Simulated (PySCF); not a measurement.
H4MgSi. Atoms are numbered in the order given.

```xyz
6

Mg     0.0000     0.0000    -1.4705
H      0.0000     0.0000    -3.1761
Si     0.0000     0.0000     1.1209
H      1.1868    -0.6852     1.7097
H     -1.1868    -0.6852     1.7097
H      0.0000     1.3704     1.7097
```
Charge 0, spin multiplicity 1.

Geometry optimised at TPSSh-D3(BJ)/def2-TZVP.

Method: PBE0/def2-TZVPD (PySCF).

Gas-phase values at a fixed geometry.

```json
{
 "total_energy": "-491.71547 hartree",
 "point_group": "C3v",
 "highest_occupied_level": "-6.81 eV",
 "lowest_empty_level": "-1.06 eV",
 "orbital_gap": "5.75 eV",
 "dipole_moment": "0.57 D",
 "quadrupole, principal values (traceless, Buckingham form, about the centre of nuclear charge)": "-13.68, 6.84, 6.84 D·Å",
 "mean_static_polarisability": "69.3 bohr³ (10.27 Å³)",
 "polarisability_principal_values": "59.6, 59.6, 88.6 bohr³"
}
```
